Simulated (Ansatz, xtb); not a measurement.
**Relative energy of two isomers of C3H9FO2Si**

Structure I is `C[C@H](CF)[SiH](O)O`, a singlet and structure II is `CO[C@H](C)O[SiH2]F`, a singlet. Both are isolated molecules in the gas phase, relaxed with r2SCAN-D4/def2-SVP; each stands in its lowest conformer found.

I (Å):

```yaml
atoms:
  - { symbol: C, position_ang: [1.8084, 0.5741, 1.9516] }
  - { symbol: C, position_ang: [0.3659, 0.9086, 2.3500] }
  - { symbol: C, position_ang: [-0.0229, 0.2825, 3.6740] }
  - { symbol: F, position_ang: [-0.1302, -1.1122, 3.5209] }
  - { symbol: O, position_ang: [-0.6874, -1.2609, 0.7007] }
  - { symbol: O, position_ang: [-0.4128, 1.1998, -0.3655] }
  - { symbol: Si, position_ang: [-0.8400, 0.3667, 1.0037] }
  - { symbol: H, position_ang: [2.0652, 1.0249, 0.9813] }
  - { symbol: H, position_ang: [1.9377, -0.5155, 1.8562] }
  - { symbol: H, position_ang: [2.5296, 0.9369, 2.7039] }
  - { symbol: H, position_ang: [0.2496, 2.0045, 2.4627] }
  - { symbol: H, position_ang: [0.7348, 0.4574, 4.4591] }
  - { symbol: H, position_ang: [-1.0015, 0.6463, 4.0332] }
  - { symbol: H, position_ang: [-2.2422, 0.6978, 1.4104] }
  - { symbol: H, position_ang: [-0.5560, -1.7776, 1.5084] }
  - { symbol: H, position_ang: [-0.8273, 0.9240, -1.1911] }
```

II (Å):

| atom | x (Å) | y (Å) | z (Å) |
| --- | --- | --- | --- |
| C | 2.8898 | 0.3674 | 1.3200 |
| C | 1.0613 | -0.8580 | 0.4898 |
| C | 0.7490 | -2.0497 | -0.3806 |
| F | 0.4329 | 2.5827 | 1.3701 |
| O | 2.4259 | -0.6311 | 0.4363 |
| O | 0.3347 | 0.2699 | -0.0045 |
| Si | -0.5318 | 1.3771 | 0.8544 |
| H | 2.5651 | 0.1640 | 2.3607 |
| H | 3.9872 | 0.3496 | 1.2830 |
| H | 2.5347 | 1.3719 | 1.0336 |
| H | 0.7490 | -1.0320 | 1.5479 |
| H | 1.0493 | -1.8208 | -1.4134 |
| H | 1.3078 | -2.9290 | -0.0309 |
| H | -0.3279 | -2.2665 | -0.3591 |
| H | -1.5302 | 1.9708 | -0.0613 |
| H | -1.1159 | 0.7497 | 2.0714 |

Task: Estimate which is lower in electronic energy at CCSD(T)/def2-SVP + ΔMP2/def2-TZVPP, and by roughly how much.

Result: The CCSD(T)/def2-SVP + ΔMP2/def2-TZVPP calculation puts structure I lower, by 9.8 kcal/mol.

How the difference moves with the method:

```
                             level            geometry  E(II) − E(I) (kcal/mol)  departure from the last row (kcal/mol)  job, with rough time for the two
                r2SCAN-D4/def2-SVP  r2SCAN-D4/def2-SVP                      +6.4                                    −3.4                optimisation, 60 s
                       HF/def2-SVP  r2SCAN-D4/def2-SVP                      +3.0                                    −6.8           part of the CCSD(T) run
                      MP2/def2-SVP  r2SCAN-D4/def2-SVP                      +6.9                                    −2.9           part of the CCSD(T) run
                  CCSD(T)/def2-SVP  r2SCAN-D4/def2-SVP                      +4.7                                    −5.2                      single point
CCSD(T)/def2-SVP + ΔMP2/def2-TZVPP  r2SCAN-D4/def2-SVP                      +9.8                                                        single point, 31 s
```

As drawn, II has 3 C–O, 1 F–Si, 1 C–H, 1 Si–H in place of 1 C–C, 1 C–F, 1 C–Si, 1 O–Si, 2 O–H.

None of the levels shown reverses the order. The largest departure from CCSD(T)/def2-SVP + ΔMP2/def2-TZVPP is that of HF/def2-SVP, 6.8 kcal/mol. Levels run at GFN2-xTB geometries aren't shown. The last row adds to CCSD(T) the change of the MP2 difference between the two basis sets, here +5.2 kcal/mol, a large step that makes the value less sure.

With thermal terms from frequencies at re-optimised GFN2-xTB minima (ideal gas, soft modes damped towards free rotors, one conformer each, 298.15 K, 1 atm): the zero-point term adds −1.2 kcal/mol; ΔH is +8.6 and ΔG +8.1 kcal/mol.

The correlated steps freeze 11 core orbitals. Programs: Ansatz 0.2.0, xtb 6.7.1; the last row on 4 threads of Intel(R) Xeon(R) 6975P-C (Granite Rapids) on a shared host.
